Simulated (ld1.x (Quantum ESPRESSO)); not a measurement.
nickel: one change to a TM potential, before and after

nickel, norm-conserving Troullier–Martins (Kleinman–Bylander form), made with ld1.x (Quantum ESPRESSO) 7.5 (PBEsol, scalar-relativistic). Core [Ne] 3s2, reference 3p6 3d8 4s2 4p0. Waves: 4s (bound): rc 2.25 bohr; 3p (bound): rc 1.25 bohr; 3d (bound): rc 1.25 bohr. Local part: the d channel. Core correction: Bessel-smoothed model core inside 0.95 bohr.

Change: wave 3d (bound): rc 1.25 bohr becomes 3d (bound): rc 1.04 bohr.

Cutoffs: the cutoffs (Ry, on a coarse ladder) from which the occupation-weighted sum of valence levels, in a spherical-Bessel basis at the reference potential, stays within 10 and 1 mRy of its value at 400 Ry; they do not see the model core or the augmentation charge, which bear on the density cutoff. Errors are all-electron minus pseudo energies relative to the spin-unpolarised reference configuration.

How do hardness, ghosts and transferability respond?

The potential gets harder (160 Ry and 260 Ry → 200 Ry and 300 Ry); both files keep a bound ghost (s); the number of tests that count goes from 7 to 6; of the 6 tests that both files solve, the error grows in 1 and shrinks in 2 by more than 15 % and 0.3 meV (median size 47.1 → 44.3 meV); the range in which the p phases agree widens (upper end 0.0 → at the end of the scan); the range in which the d phases agree widens (upper end 1.4 → at the end of the scan). A smaller radius makes the pseudo-wave follow the all-electron one further in, where it bends more sharply, so more plane waves are needed.

| quantity | base | changed |
| --- | --- | --- |
| cutoff, loose | 160 Ry | 200 Ry |
| cutoff, tight | 260 Ry | 300 Ry |
| loose cutoff by channel (10 mRy a level) | s 6 Ry, p 70 Ry, d 140 Ry | s 6 Ry, p 70 Ry, d 180 Ry |
| bound ghosts | s | s |
| tests counted (converged, no solver errors) | 7 of 7 | 6 of 7 |
| error for 3p6 3d8 4s1 4p0, meV [ΔE 9.34 eV] | -5.1 | -5.3 |
| error for 3p6 3d8 4s0 4p0, meV [ΔE 26.60 eV] | -42 | -45 |
| error for 3p6 3d7 4s0 4p0, meV [ΔE 64.03 eV] | -5.3 | +16 |
| error for 3p6 3d9 4s1 4p0, meV [ΔE -1.61 eV] | -53 | -43 |
| error for 3p6 3d9 4s0 4p0, meV [ΔE 6.26 eV] | -117 | -111 |
| error for 3p6 3d8 4s0 4p2, meV [ΔE 9.54 eV] | -214 | -82 |
| s: phases at 2.46 bohr within 0.05 rad from the reference energy up to (Ry; the scan ends near 5) | 1.9 | 1.5 |
| p: phases at 2.46 bohr within 0.05 rad from the reference energy up to (Ry; the scan ends near 5) | 0.0 | to the end of the scan |
| d: phases at 2.46 bohr within 0.05 rad from the reference energy up to (Ry; the scan ends near 5) | 1.4 | to the end of the scan |

Changed file: Tests not counted: 3p5 3d8 4s2 4p0 (solver errors, printed error -17.9 eV). These tests converged, but a pseudo level misses the all-electron one widely, so the file describes the atom poorly there or has found another state: 3p6 3d7 4s0 4p0: empty 4s by 5.0 eV (a node warning on the way). A true bound ghost makes a file unfit for plane-wave use even where its test errors are small: the radial tests pick states by their node count and pass the ghost by. Where a test does run into it, the solver fails or the error is huge.
